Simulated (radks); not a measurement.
Coulomb parameter of the 3d shell of the copper ion Cu+ in the model configuration [Ar] 3d8 4p2, as a second difference U = [E(n + 0.25) + E(n - 0.25) - 2 E(n)] / (0.25)^2 with all orbitals relaxed. "Bare": the charge of the atom changes with n. "Screened": the 4p shell takes up the change at fixed total charge, which measures U(3d,3d) + U(4p,4p) - 2 U(3d,4p). Method: scalar-relativistic Kohn-Sham, PBEsol, spin-unpolarised, spherical densities, finite nucleus; Fermi nuclear charge, rms radius 3.8823 fm; computed with a radial shooting solver on a logarithmic mesh with Libxc functionals.

case                 configuration  E - E(n) (eV)
start                 [Ar] 3d8 4p2          0.000
bare +0.25         [Ar] 3d8.25 4p2         -6.573
bare -0.25         [Ar] 3d7.75 4p2          7.637
screened +0.25  [Ar] 3d8.25 4p1.75         -4.295
screened -0.25  [Ar] 3d7.75 4p2.25          4.695

U(bare) = 17.025 eV, U(screened by 4p) = 6.405 eV, against the Slater integral F0(3d,3d) = 28.986 eV with frozen orbitals.
